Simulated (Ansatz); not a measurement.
A CCSD(T) single point on ClH₂InN (`[NH2][In][Cl]`) radical.

```yaml
crystal:
  periodic: [false, false, false]
  atoms:
    - {symbol: N, position_ang: [-0.142581, 0.808644, -0.493937]}
    - {symbol: In, position_ang: [-0.411647, -1.217771, -0.153343]}
    - {symbol: Cl, position_ang: [1.391458, -2.211500, 1.018747]}
    - {symbol: H, position_ang: [-0.999685, 1.283824, -0.756651]}
    - {symbol: H, position_ang: [0.212255, 1.263204, 0.343783]}
basis:
  gaussian: {orbitals: def2-SVP}
magnetization: {spin_polarized: true, initial_magnetization: 1}
correlation: {method: ccsd_t}
scf: {omitted_lower_state_checks: [cluster_reference]}
```

```sh
$ ansatz run in.yaml --threads 2 --pin off --events-out ev --progress --plain
```

Output of Ansatz, abridged:

```
Functional definition: HF
745 factors; integrals over basis functions are off by at most 1.1e-3 eV
mean field evaluation 1: about -19158.2686 eV, gradient 2.4e1 eV
mean field evaluation 2: about -19158.2835 eV, gradient 2.4e1 eV
mean field evaluation 4: about -19161.4634 eV, gradient 2.3e0 eV
mean field evaluation 8: about -19161.5650 eV, gradient 1.5e-1 eV
mean field evaluation 16: about -19161.5613 eV, gradient 5.3e-1 eV
mean field -19161.56578640 eV, -704.1745544744 hartree, gradient 6.3e-6 eV, S^2 0.770455; 1 other end points of the search recorded, 0 dependent functions left out
10 core orbitals not correlated: weight in the atoms' cores, before any rotation towards them, 1.000 or more for the frozen orbitals, at most 0.000 for the correlated occupied ones
reference -19161.56578640 eV, -704.1745544744 hartree; 14, 13 occupied and 44, 45 virtual orbitals, 745 factors
second order -10.15192856 eV of doubles, -0.00000000 eV of singles
cycle   1  -10.55553626 eV  change   -4.0e-1 eV  update   8.6e-2
cycle   2  -10.82640655 eV  change   -2.7e-1 eV  update   3.0e-2
cycle   3  -10.91643150 eV  change   -9.0e-2 eV  update   2.0e-2
cycle   4  -10.91713271 eV  change   -7.0e-4 eV  update   7.4e-3
cycle   5  -10.91405755 eV  change    3.1e-3 eV  update   4.0e-3
cycle   6  -10.91487726 eV  change   -8.2e-4 eV  update   1.8e-3
cycle   7  -10.91513792 eV  change   -2.6e-4 eV  update   9.0e-4
cycle   8  -10.91539193 eV  change   -2.5e-4 eV  update   4.3e-4
cycle   9  -10.91539615 eV  change   -4.2e-6 eV  update   2.2e-4
cycle  10  -10.91531249 eV  change    8.4e-5 eV  update   1.0e-4
cycle  11  -10.91536018 eV  change   -4.8e-5 eV  update   6.1e-5
cycle  12  -10.91535589 eV  change    4.3e-6 eV  update   2.6e-5
perturbative correction -0.31182085 eV, -0.0114592051 hartree
Total energy: -19172.79296314 eV, -704.5871456097 hartree
Checks for a lower state left out: cluster_reference
```

It took 3.4 s on 2 threads of a server CPU on a shared host, with 0.33 GiB of host memory at the peak.

MP2 recovers 90.4 % of the CCSD(T) correlation energy and the triples give 2.8 %; T1 = 0.0162.
